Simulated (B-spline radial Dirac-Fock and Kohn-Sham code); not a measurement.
ΔSCF core binding energies without Breit or QED terms, calculated with a B-spline atomic structure program.

A sound run for rhenium as Re⁵⁺, [Xe] 4f14 5d2: The ground state converged in 10 iterations, with total energy -16702.55183 Ha, virial ratio 1.88494 and highest orbital energy -65.73 eV. ΔSCF binding energies: K (1s) 72113.0 eV, L3 (2p3/2) 10639.8 eV, M5 (3d5/2) 1960.8 eV.

A second run, with one unsound setting: The ground state had not converged after 5 iterations, with total energy -16702.55178 Ha, virial ratio 1.88492 and highest orbital energy -65.76 eV. ΔSCF binding energies: K (1s) 72113.0 eV, L3 (2p3/2) 10639.8 eV, M5 (3d5/2) 1960.8 eV (not all states converged, so these are not final).

```
iter   energy (Ha)        error
   1   -16700.25619993  2.17e+00
   2   -16702.02828917  2.03e-01
   3   -16702.54423921  2.61e-02
   4   -16702.55033216  1.22e-02
   5   -16702.55178451  2.18e-03
```

Problem. Which fault fits the second run best?
A. functional not served
B. nuclear radius in wrong units
C. speed of light below Z
D. too few iterations

Solution. D. The input had maxit = 5: maxit ends the run before self-consistency.
